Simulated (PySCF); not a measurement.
Hf(NH2)2(SH)2 (H₆HfN₂S₂), SMILES [SH][Hf]([SH])([NH2])[NH2], multiplicity 1.

Coordinates come from a PBE0-D3(BJ)/def2-SVP optimisation. The spin state was assumed, not searched. The def2 effective core potentials stand for the cores of Hf; spin–orbit coupling is left out. The values are those of a single conformer.

All values below come from HF/def2-TZVP (PySCF).

Symmetry labels are those of the subgroup C2 that the program uses (full group C2).

Computed valence orbital energies around the gap with their symmetry:
```tsv
orbital	symmetry	energy (eV)
HOMO−7	A	-14.48
HOMO−6	B	-14.34
HOMO−5	A	-11.60
HOMO−4	A	-11.49
HOMO−3	B	-11.16
HOMO−2	B	-10.90
HOMO−1	A	-10.25
HOMO	B	-9.93
LUMO	A	1.99
LUMO+1	A	2.54
LUMO+2	B	2.92
LUMO+3	A	3.01
```
